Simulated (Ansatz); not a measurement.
C4H9F3NNb (`CC(C)(C)[N]=[Nb]([F])([F])[F]`) at its PBE0-D4/def2-TZVP geometry, where that method's forces vanish. The species carries charge 0 and has multiplicity 1. Nb: def2 effective core potential.

```xyz
18

C    -0.4572    1.0021    1.3535
C    -0.3057    0.3820   -0.0336
C     0.2898    1.3949   -1.0086
C    -1.6545   -0.1201   -0.5436
N     0.5910   -0.7389    0.0636
Nb    1.6691   -2.0861    0.1820
F     3.1299   -1.7110   -0.9294
F     0.7182   -3.5939   -0.3944
F     2.1733   -2.2206    1.9813
H    -1.1350    1.8580    1.3108
H     0.5091    1.3437    1.7294
H    -0.8628    0.2736    2.0579
H     0.4185    0.9479   -1.9962
H     1.2641    1.7397   -0.6571
H    -0.3711    2.2599   -1.1028
H    -2.3579    0.7117   -0.6279
H    -1.5457   -0.5831   -1.5261
H    -2.0731   -0.8599    0.1414
```

Task: What forces (eV/Å) does B3LYP-D4/def2-TZVPP give on these atoms in the Gaussian-basis code of Ansatz? (An estimate is asked.)

Result: Ansatz gave: 
```
C1  -0.030  0.107  0.223
C2  -0.019  0.023 -0.002
C3   0.091  0.170 -0.158
C4  -0.223 -0.075 -0.083
N5  -0.134  0.167 -0.014
Nb6  0.093 -0.116  0.010
F7   0.292  0.067 -0.217
F8  -0.181 -0.302 -0.112
F9   0.104 -0.033  0.353
H10  0.037 -0.040  0.023
H11 -0.059 -0.014 -0.007
H12  0.023  0.050 -0.027
H13  0.000  0.038  0.049
H14 -0.051 -0.010 -0.032
H15  0.048 -0.035 -0.009
H16  0.021 -0.056 -0.003
H17 -0.021  0.022  0.054
H18  0.010  0.038 -0.047
```

B3LYP here is the variant with VWN-RPA as its local correlation; programs differ in this.
